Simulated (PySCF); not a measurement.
A species of formula C5H8F3NSi has this rotational fingerprint, computed with PBE0/pcSseg-1 in PySCF (dipole) on a GFN2-xTB geometry, gas phase:

* Rotational constants: A = 2068, B = 711.8, C = 633.3 MHz
* Dipole components: |μa| = 1.52 D, |μb| = 0.64 D, |μc| = 0.46 D
* Inertial defect: -156.47 u·Å²
* κ: -0.89

Problem. Which candidate fits, each taken in the one conformer that was computed?
A. `[CH2:1]=[N:2][SiH2:3][C@@H:4]1[CH2:5][C@H:6]1[C:7]([F:8])([F:9])[F:10]` with C1–N2–Si3–C4 117°, N2–Si3–C4–C5 139°
B. `[CH2:1]=[N:2][SiH2:3][CH2:4][C:5](=[CH2:6])[C:7]([F:8])([F:9])[F:10]` with C1–N2–Si3–C4 -117°, N2–Si3–C4–C5 49°, Si3–C4–C5–C6 -108°
C. `[CH2:1]=[C:2]([SiH3:3])/[CH:4]=[N:5]\[CH2:6][C:7]([F:8])([F:9])[F:10]` with C1–C2–C4–N5 69°, C4–N5–C6–C7 113°
D. `[CH3:1]/[N:2]=[CH:3]/[C@@H:4]1[SiH2:5][C@@:6]1([F:7])[CH:8]([F:9])[F:10]` with N2–C3–C4–Si5 13°, Si5–C6–C8–F9 -1°
E. `[CH3:1][Si:2]([CH3:3])([NH2:4])[C:5]#[C:6][C:7]([F:8])([F:9])[F:10]` with C1–Si2–N4–H -39° and 175°

Solution. D. It is C/N=C/[C@@H]1[SiH2][C@@]1(F)C(F)F, an asymmetric top, point group C1. The candidates at the same level (rigid rotor, commonest isotopes):

| SMILES | A (MHz) | B (MHz) | C (MHz) | μa (D) | μb (D) | μc (D) | Δ (u·Å²) | point group | rotor |
| --- | --- | --- | --- | --- | --- | --- | --- | --- | --- |
| C=C([SiH3])/C=N\CC(F)(F)F | 1922 | 622.1 | 574.5 | 2.92 | 1.10 | 1.56 | -195.50 | C1 | near-prolate asymmetric top |
| C=N[SiH2][C@@H]1C[C@H]1C(F)(F)F | 1972 | 623.2 | 531.1 | 2.98 | 0.95 | 0.60 | -115.63 | C1 | asymmetric top |
| C=N[SiH2]CC(=C)C(F)(F)F | 1683 | 818.7 | 787.0 | 1.16 | 0.54 | 0.71 | -275.47 | C1 | near-prolate asymmetric top |
| C/N=C/[C@@H]1[SiH2][C@@]1(F)C(F)F | 2068 | 711.8 | 633.3 | 1.52 | 0.64 | 0.46 | -156.47 | C1 | asymmetric top |
| C[Si](C)(N)C#CC(F)(F)F | 2035 | 442.5 | 438.6 | 4.41 | 0.25 | 0.60 | -238.22 | C1 | near-prolate asymmetric top |

`C=N[SiH2][C@@H]1C[C@H]1C(F)(F)F` has C 16 % too low; `C=C([SiH3])/C=N\CC(F)(F)F` has B 13 % too low; `C=N[SiH2]CC(=C)C(F)(F)F` has C 24 % too high; `C[Si](C)(N)C#CC(F)(F)F` has B 38 % too low. No structure here is proved a minimum.
